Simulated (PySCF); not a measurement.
Pb(SH)2 (H₂PbS₂), SMILES [SH][Pb][SH] (connectivity only; charge and spin as stated), neutral, multiplicity 1.

Geometry: PBE-D3(BJ)/def2-SVP. The def2 effective core potentials stand for the cores of Pb; spin–orbit coupling is left out. Other conformers were not sampled.

All values below come from IEF-PCM-ωB97X/def2-SVP (PySCF).

The values are the electrostatic part of the solvation free energy, E(continuum) − E(gas) at the gas-phase geometry, in a cavity of scaled van der Waals radii (PySCF's table); cavitation and dispersion terms are not included. A continuum can't describe solvent molecules that bind to the metal. In vacuum the orbital gap is 8.30 eV. The dipole moment in vacuum is 3.77 D.

Question: Estimate the values in water (ε = 78.36), acetone (ε = 20.49), benzene (ε = 2.27). (Estimate from the structure and the level; the computed values follow.)

Answer: 
```csv
solvent,ε,ΔG(elec) (kcal/mol),dipole (D),gap (eV)
water,78.36,-9.6,5.80,8.82
acetone,20.49,-9.0,5.66,8.79
benzene,2.27,-4.1,4.59,8.54
```
